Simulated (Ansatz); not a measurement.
Ansatz (a quantum-chemistry and plane-wave program) input:

Ansatz 0.2 input:
```yaml
crystal:
  periodic: [false, false, false]
  atoms:
    - {symbol: B, position_ang: [0.14768705, -0.00693148, -0.08286691]}
    - {symbol: C, position_ang: [-0.62420077, 1.39017661, 0.05759189]}
    - {symbol: C, position_ang: [-0.47184012, -1.33873549, 0.55739450]}
    - {symbol: O, position_ang: [1.27757159, -0.05996101, -0.71684290]}
    - {symbol: H, position_ang: [-1.61362893, 1.28685543, -0.39379007]}
    - {symbol: H, position_ang: [-0.09620970, 2.21563512, -0.41426669]}
    - {symbol: H, position_ang: [-0.76176772, 1.60642023, 1.11947715]}
    - {symbol: H, position_ang: [-0.59295205, -1.18329269, 1.63189831]}
    - {symbol: H, position_ang: [0.14517859, -2.21793341, 0.38679035]}
    - {symbol: H, position_ang: [-1.46338282, -1.50198595, 0.12905044]}
basis:
  gaussian:
    orbitals: def2-TZVPD
hamiltonian:
  xc: {name: B2GP-PLYP}
magnetization: {spin_polarized: true, initial_magnetization: 1}
correlation: {electrons: outside_noble_gas}
```

### Question
What final total energy does it print?

### Answer
-179.77526 Eh (B2GP-PLYP/def2-TZVPD). The basis has 205 functions.

It need not be the lowest isomer of its formula.
